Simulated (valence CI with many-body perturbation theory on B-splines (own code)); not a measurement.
Energy levels of Bi⁷⁶⁺

Computed by relativistic CI+MBPT: five valence electrons over a frozen Dirac-Fock core [He], radial functions for each j: 11 s, 11 p, 10 d, 8 f, 5 g, 2 h, with the one-electron correlation potential Σ1 (screened to all orders), the two-electron term Σ2, the three-electron term Σ3, Breit, model QED; selected single and double excitations, second order for the rest, scaled by the run's own slope (own B-spline code, finite nucleus).

No measured spectrum was set against this ion. As an estimate, large intervals hold to a few tenths of a per cent, small ones and those within an open d or f shell to about a per cent. Among the levels kept, up to 7700 cm⁻¹ of a level comes from second order outside the variational space, and about a tenth of that is noise between levels of different J, which matters for small intervals.

Levels 1 to 45 of 202, with energies above the lowest level, (2s^2 2p1/2^2 2p3/2) J=3/2. "Leading %" is the weight of the configuration and term that name the level; weights of strongly mixed levels are sums over their largest components and can fall short. In the jj column 3d3/2^4 stands for four electrons in 3d with j = 3/2.

```
No.  Configuration  Term    J  E (× 10³ cm⁻¹)  Leading %   Second component                      Leading jj
  1         2s²2p³   ²P°  3/2            0.00         49    27 % 2s²2p³ ²D°      2s^2 2p1/2^2 2p3/2 (100 %)
  2         2s²2p³   ⁴S°  3/2           19260         56    44 % 2s²2p³ ²D°      2s^2 2p1/2 2p3/2^2 (100 %)
  3         2s²2p³   ²D°  5/2           19443        100                         2s^2 2p1/2 2p3/2^2 (100 %)
  4         2s²2p³   ²P°  1/2           19964        100                         2s^2 2p1/2 2p3/2^2 (100 %)
  5          2s2p⁴    ⁴P  5/2           22634         69      31 % 2s2p⁴ ²D      2s 2p1/2^2 2p3/2^2 (100 %)
  6          2s2p⁴    ²S  1/2           23645         66      24 % 2s2p⁴ ⁴P      2s 2p1/2^2 2p3/2^2 (100 %)
  7          2s2p⁴    ²P  3/2           23655         53      34 % 2s2p⁴ ²D      2s 2p1/2^2 2p3/2^2 (100 %)
  8         2s²2p³   ²P°  3/2           39279         51    28 % 2s²2p³ ²D°             2s^2 2p3/2^3 (99 %)
  9          2s2p⁴    ⁴P  3/2           42167         86      10 % 2s2p⁴ ²D        2s 2p1/2 2p3/2^3 (100 %)
 10          2s2p⁴    ²D  5/2           42516         69      31 % 2s2p⁴ ⁴P        2s 2p1/2 2p3/2^3 (100 %)
 11          2s2p⁴    ²P  1/2           43171         65      34 % 2s2p⁴ ⁴P        2s 2p1/2 2p3/2^3 (100 %)
 12          2s2p⁴    ²D  3/2           43221         56      43 % 2s2p⁴ ²P        2s 2p1/2 2p3/2^3 (100 %)
 13            2p⁵   ²P°  3/2           46943         99                             2p1/2^2 2p3/2^3 (99 %)
 14          2s2p⁴    ⁴P  1/2           62620         41      34 % 2s2p⁴ ²S              2s 2p3/2^4 (100 %)
 15            2p⁵   ²P°  1/2           66493        100                              2p1/2 2p3/2^4 (100 %)
 16       2s²2p²3s    ⁴P  1/2           89295         45   32 % 2s²2p²3s ²S         2s^2 2p1/2^2 3s (100 %)
 17       2s²2p²3p   ²P°  1/2           90321         47  38 % 2s²2p²3p ⁴D°      2s^2 2p1/2^2 3p1/2 (100 %)
 18       2s²2p²3p   ²P°  3/2           96134         36  19 % 2s²2p²3p ⁴D°      2s^2 2p1/2^2 3p3/2 (100 %)
 19       2s²2p²3d    ²D  3/2           96965         43   32 % 2s²2p²3d ⁴F      2s^2 2p1/2^2 3d3/2 (100 %)
 20       2s²2p²3d    ²D  5/2           98481         37   18 % 2s²2p²3d ⁴D      2s^2 2p1/2^2 3d5/2 (100 %)
 21       2s²2p²3s    ⁴P  3/2          108730         88   10 % 2s²2p²3s ²P     2s^2 2p1/2 2p3/2 3s (100 %)
 22       2s²2p²3s    ²P  1/2          108830         67   33 % 2s²2p²3s ⁴P     2s^2 2p1/2 2p3/2 3s (100 %)
 23       2s²2p²3s    ²D  5/2          108890         66   34 % 2s²2p²3s ⁴P     2s^2 2p1/2 2p3/2 3s (100 %)
 24       2s²2p²3s    ²D  3/2          108960         64   35 % 2s²2p²3s ²P     2s^2 2p1/2 2p3/2 3s (100 %)
 25       2s²2p²3p   ⁴P°  1/2          109740         49  28 % 2s²2p²3p ⁴D°  2s^2 2p1/2 2p3/2 3p1/2 (100 %)
 26       2s²2p²3p   ⁴D°  3/2          109790         55  23 % 2s²2p²3p ²D°  2s^2 2p1/2 2p3/2 3p1/2 (100 %)
 27       2s²2p²3p   ²F°  5/2          109890         50  30 % 2s²2p²3p ²D°  2s^2 2p1/2 2p3/2 3p1/2 (100 %)
 28       2s²2p²3p   ²P°  3/2          110320         43  24 % 2s²2p²3p ²D°   2s^2 2p1/2 2p3/2 3p1/2 (99 %)
 29        2s2p³3s   ⁴P°  5/2          111730         49   25 % 2s2p³3s ⁶S°      2s 2p1/2^2 2p3/2 3s (99 %)
 30        2s2p³3s   ²P°  3/2          112010         36   23 % 2s2p³3s ⁴S°      2s 2p1/2^2 2p3/2 3s (99 %)
 31        2s2p³3s   ²P°  1/2          112640         43   30 % 2s2p³3s ⁴D°      2s 2p1/2^2 2p3/2 3s (99 %)
 32        2s2p³3s   ²P°  3/2          112730         39   20 % 2s2p³3s ⁴S°     2s 2p1/2^2 2p3/2 3s (100 %)
 33        2s2p³3p    ²D  5/2          112840         27    19 % 2s2p³3p ⁴D  2s 2p1/2^2 2p3/2 3p1/2 (100 %)
 34        2s2p³3p    ⁴P  3/2          112840         30    20 % 2s2p³3p ⁶P  2s 2p1/2^2 2p3/2 3p1/2 (100 %)
 35        2s2p³3p    ²P  1/2          113660         36    19 % 2s2p³3p ⁴P  2s 2p1/2^2 2p3/2 3p1/2 (100 %)
 36        2s2p³3p    ²D  3/2          113670         36    21 % 2s2p³3p ⁴F  2s 2p1/2^2 2p3/2 3p1/2 (100 %)
 37       2s²2p²3p   ⁴D°  5/2          115470         52  34 % 2s²2p²3p ⁴P°  2s^2 2p1/2 2p3/2 3p3/2 (100 %)
 38       2s²2p²3p   ²P°  1/2          115510         37  30 % 2s²2p²3p ⁴P°  2s^2 2p1/2 2p3/2 3p3/2 (100 %)
 39       2s²2p²3p   ²D°  3/2          115550         53  19 % 2s²2p²3p ⁴P°  2s^2 2p1/2 2p3/2 3p3/2 (100 %)
 40       2s²2p²3p   ²F°  7/2          115600         66  34 % 2s²2p²3p ⁴D°  2s^2 2p1/2 2p3/2 3p3/2 (100 %)
 41       2s²2p²3p   ⁴S°  3/2          115800         33  27 % 2s²2p²3p ²D°  2s^2 2p1/2 2p3/2 3p3/2 (100 %)
 42       2s²2p²3p   ²D°  5/2          115880         67  15 % 2s²2p²3p ²F°  2s^2 2p1/2 2p3/2 3p3/2 (100 %)
 43       2s²2p²3p   ²P°  1/2          116100         87   8 % 2s²2p²3p ⁴D°  2s^2 2p1/2 2p3/2 3p3/2 (100 %)
 44       2s²2p²3d    ⁴F  3/2          116440         43   25 % 2s²2p²3d ²P  2s^2 2p1/2 2p3/2 3d3/2 (100 %)
 45       2s²2p²3d    ⁴F  5/2          116440         52   39 % 2s²2p²3d ²F  2s^2 2p1/2 2p3/2 3d3/2 (100 %)
```

The ionisation energy to 2s²2p² ³P0 of the next ion comes out as 21305 eV (NIST: 21300 ± 110 eV (theoretical)). All 202 levels together are meant to be complete up to 142950 × 10³ cm⁻¹.
